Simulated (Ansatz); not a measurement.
[Cu(NH3)2]+ (CuN₂H₆⁺). Charge 1, multiplicity 1. Geometry relaxed at PBE0-D4/def2-TZVP.

```xyz
9

Cu    0.000    0.000    0.000
N    -1.677   -0.547    0.767
H    -1.798   -1.557    0.747
H    -2.474   -0.149    0.274
H    -1.767   -0.262    1.740
N     1.677    0.547   -0.767
H     2.474    0.199   -0.238
H     1.772    1.559   -0.803
H     1.793    0.210   -1.720
```

(1) Estimate the harmonic wavenumbers at RKS PBE0-D4/def2-TZVP (Ansatz, unscaled). Is this a minimum?

Answers

(1) 21, 139, 139, 422, 518, 646, 646, 692, 692, 1308, 1308, 1659, 1659, 1660, 1660, 3473, 3474, 3567, 3567, 3567, 3567 cm⁻¹. Yes, no mode is imaginary beyond noise. Zero-point energy 205.7 kJ/mol. Run time 3.6 min (2 threads of Intel Xeon Platinum 8259CL on a shared host).
